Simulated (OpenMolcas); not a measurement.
Dy3+: moving or changing the point charges

Dy3+ among 8 point charges of -1 e arranged as a cube (Oh), 2.64 Å from the ion.
```
   1.5242    1.5242    1.5242  -1.00
   1.5242    1.5242   -1.5242  -1.00
   1.5242   -1.5242    1.5242  -1.00
   1.5242   -1.5242   -1.5242  -1.00
  -1.5242    1.5242    1.5242  -1.00
  -1.5242    1.5242   -1.5242  -1.00
  -1.5242   -1.5242    1.5242  -1.00
  -1.5242   -1.5242   -1.5242  -1.00
```

* Program: OpenMolcas 26.06
* Method: CASSCF
* Basis: ANO-RCC-VDZP [7s6p4d2f1g]
* Scalar Hamiltonian: DKH2, point nucleus
* Active space: 9 electrons in 7 orbitals (4f)
* State averaging: 2S+1 = 6 odd, 21 roots; 2S+1 = 4 odd, 115 roots kept (CI in the orbitals of an earlier block, 108 in the spin-orbit step); 2S+1 = 2 odd, 82 roots kept (CI in the orbitals of an earlier block, 38 in the spin-orbit step)
* Spin-orbit coupling: RASSI with atomic mean-field integrals over the reference wave functions

Runs around this geometry, states (labels of O, the rotations of Oh). Energies in cm-1 above the lowest state or level, χT in cm3 K/mol; under a threefold ground state the first gap can be a small split of the lowest multiplet, not the spin-orbit step.

| R (Å) | Ground state | First state of that spin | First gap with spin-orbit (degeneracies) | Width of lowest J | χT at 300 K |
| --- | --- | --- | --- | --- | --- |
| 2.64 | 6T1 | 6E 9.2 | 21.8 (4, 4) | 100 | 14.048 |
| 2.86 | 6T1 | 6E 6.6 | 14.7 (4, 4) | 67 | 14.056 |
| 3.09 | 6T1 | 6E 4.8 | 10.0 (4, 4) | 46 | 14.059 |

Taking the width of the lowest J multiplet as R^-n, n = -ln(46 / 100) / ln(3.09 / 2.64) = 4.9 between the shortest and longest distance.

High states are left out of the spin-orbit mixing, which shifts the levels that they would mix with. This is an electrostatic model: the charges have no orbitals. A group larger than the point group allows holds several states that coincide in this model. No measured value stands beside these numbers.
